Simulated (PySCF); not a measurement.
# Spinor energies of Se³⁺ (selenium, charge +3)

Start: [Ar] 3d10 4s2 4p1; 4p1/2 filled at m_j = +1/2. Calculated with PySCF 2.14 in x2c-SVPall-2c: generalised Hartree-Fock with the X2C-1e Hamiltonian and a Gaussian nucleus; one run each with spin-orbit coupling (SO) switched off, then screened by Boettger's factors.

| spinor shell | electrons | ε, spin-free (eV) | ε, screened SO (eV) | weight of nominal j (screened SO) | rms radius, screened SO (bohr) |
| --- | --- | --- | --- | --- | --- |
| 1s1/2 | 2 | -12770.3 | -12770.0 | 1.000 | 0.0508 |
| 2s1/2 | 2 | -1732.4 | -1732.3 | 1.000 | 0.212 |
| 2p1/2 | 2 | -1523.6 | -1552.4 | 1.000 | 0.187 |
| 3s1/2 | 2 | -287.22 | -287.12 | 1.000 | 0.613 |
| 3p1/2 | 2 | -219.30 | -223.73 | 1.000 | 0.629 |
| 3p3/2 | 4 | -219.30 | -217.03 | 1.000 | 0.639 |
| 3d3/2 | 4 | -107.12 | -107.67 | 0.998 | 0.690 |
| 3d5/2 | 6 | -107.12 | -106.61 | 0.999 | 0.693 |
| 4s1/2 | 2 | -53.960 | -53.910 | 0.998 | 1.78 |
| 4p1/2 | 1 | -42.299 | -42.659 | 0.989 | 2.03 |

(1) Where does 2p3/2 lie, and what is the 2p spin-orbit splitting (screened SO)?

| quantity | spin-free | screened SO |
| --- | --- | --- |
| E (hartree) | -2425.40900 | -2425.51761 |
| M_J | 1/2 | 1/2 |
| ⟨J²⟩ | 1.049 | 0.794 |
| ⟨L²⟩ | 2.031 | 2.031 |
| ⟨S²⟩ | 0.760 | 0.762 |

Each row is a mean over spinors that exchange with the open shell spreads, by up to 0.868 eV (3p1/2).

Without spin-orbit coupling the j labels of p, d and f shells carry no meaning; the spin-free column gives the mean over the occupied spinors of each nl shell, and its ⟨J²⟩ belongs to a mixture of degenerate components.

## Answers

(1) At -1509.6 eV, 42.735 eV above 2p1/2.
